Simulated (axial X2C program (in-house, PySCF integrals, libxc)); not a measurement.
Correcting the dissociation energy of AsF for spin–orbit coupling

A spin-free CCSD(T) curve (one-electron X2C) was computed with an axial X2C code built on PySCF integrals, basis As dyall-cv3z [9s9p6d4f1g], F dyall-av3z [7s6p3d2f] (cores contracted in-house), for the state M_S = 1, Λ = 0 (beyond evenly filled blocks: π+α, π-α). It gives D0 = 4.003 eV to As + F, which in a spin-free picture are the weighted means of the ground terms.

Correlated methods: 12 electrons correlated (number of frozen shells: As 3 s, 2 p, 1 d; F 1 s), 230 virtual spin orbitals or spinors in MP2, 89 natural virtuals in coupled cluster.

Measured levels of the ground terms (NIST Handbook of Basic Atomic Spectroscopic Data), in cm⁻¹: As 4S: J = 3/2 at 0; F 2P: J = 3/2 at 0, J = 1/2 at 404.1.

The molecular state has Λ = 0, so it has no first-order lowering.

**Question.** How far does each ground level lie under the (2J+1)-weighted mean of its term?

**Answer.** As: a single level, 0; F: (4 × 0 + 2 × 404.1)/6 = 135 cm⁻¹.

**Question.** Correct D0.

**Answer.** D0 = 4.003 + (0 − 135)/8065.5 = 3.986 eV at CCSD(T) with these spin–orbit terms. The direct two-component run gives 3.980 eV; the difference holds second-order terms in the molecule, scalar two-electron terms, the gap between measured and computed atomic splittings (a 2c atom can miss part of its lowering) and, in coupled cluster, the truncation of each run.

Second-order spin–orbit effects in the molecule, which grow quickly with Z, are left out. Occupations by symmetry block were frozen at the best pattern of an incomplete PBE0 search. Dissociation energies refer to the lowest single-determinant-based atoms at the same level and basis. Coupled cluster ran in a truncated set of natural virtual spinors; the MP2 energy of the rest was added. (T) has no such correction and the atoms are truncated less, which lowers De at CCSD(T) by a hundredth of an eV or more. Other states lie close and PBE0, whose exact exchange favours high spin, may order them wrongly; the determinant shown need not be the ground state. The nearest other spin-free determinant of the search, M_S = 0, Λ = 2, lies 0.96 eV up at the distance of the search.
